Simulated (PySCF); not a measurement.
**TDDFT excited states: CH9NSi5**

Compound: CH₉NSi₅.
SMILES with atom numbers: `[N:1]#[C:2][SiH:3]1[SiH2:4][SiH2:5][SiH2:6][SiH2:7]1` (hydrogens: H8 on Si3; H9, H10 on Si4; H11, H12 on Si5; H13, H14 on Si6; H15, H16 on Si7)

Geometry (GFN2-xTB, Å), atoms numbered from 1 in this order:
```
atom  x, y, z in Å
N1    -2.7133    0.4854    2.6504
C2    -2.3808    0.4051    1.5548
Si3   -1.7480    0.2590   -0.1915
Si4   -0.6918   -1.8315   -0.3135
Si5    1.5958   -1.4252   -0.0402
Si6    1.9460    0.8875   -0.1108
Si7   -0.1225    1.9348   -0.4212
H8    -2.9943    0.4258   -0.9530
H9    -0.9807   -2.4197   -1.6292
H10   -1.2487   -2.7913    0.6425
H11    2.0776   -1.9981    1.2213
H12    2.3751   -2.1243   -1.0696
H13    2.5950    1.3656    1.1148
H14    2.8834    1.2587   -1.1778
H15   -0.2395    2.5120   -1.7677
H16   -0.3609    3.0651    0.4793
```

Method used: PySCF 2.14.0, density-fitted response routines, TDDFT PBE0/def2-SVPD, vertical, gas phase, core orbitals frozen in the response.

List the vertical singlet excitations with oscillator strengths and describe the spectrum.

```tsv
state	E (eV)	E (hartree)	f	symmetry	main configurations (H = HOMO, L = LUMO)
S1	4.95	0.1821	0.0017	–	H→L (99%)
S2	5.14	0.1888	0.0016	–	H-1→L (99%)
S3	5.86	0.2152	0.0004	–	H-2→L (67%), H-3→L (31%)
S4	5.88	0.2161	0.0042	A′	H-3→L (66%), H-2→L (31%)
S5	6.34	0.2329	0.086	A′	H→L+1 (82%)
S6	6.36	0.2336	0.0045	A″	H-1→L+1 (29%), H→L+2 (25%), H→L+3 (24%)
```

Triplets, Tamm–Dancoff:

```json
{"state": "T1", "E (eV)": "4.65", "λ (nm)": "266.6", "main configurations (H = HOMO, L = LUMO)": "H→L (95%)"}
{"state": "T2", "E (eV)": "4.85", "λ (nm)": "255.7", "main configurations (H = HOMO, L = LUMO)": "H-1→L (95%)"}
```

The lowest singlet comes at 250 nm (478 kJ/mol) in the ultraviolet; it is very weak; its leading configuration is HOMO→LUMO (99%). The most intense listed level is S5 at 6.34 eV (196 nm, f = 0.086), 1.38 eV above S1. Löwdin shares by element: HOMO silicon 59% or more, nitrogen 8% (atoms not listed hold the other 33%); LUMO silicon 60% or more (atoms not listed hold the other 40%). Orbital energies (eV): HOMO-3 -8.92, HOMO-2 -8.92, HOMO-1 -8.35, HOMO -8.18, LUMO -1.97, LUMO+1 -0.93, LUMO+2 -0.74. Weighted by f, the mean energy of these states is 6.27 eV. The listed states span 1.40 eV, and the widest gap between neighbours is 0.72 eV (S2 to S3). Symmetry labels in Cs follow from the direction of the transition dipole and are given only for states with f of 0.002 or more. Singlets were solved by full linear response, triplets in the Tamm–Dancoff approximation.

One conformer stands for the species.
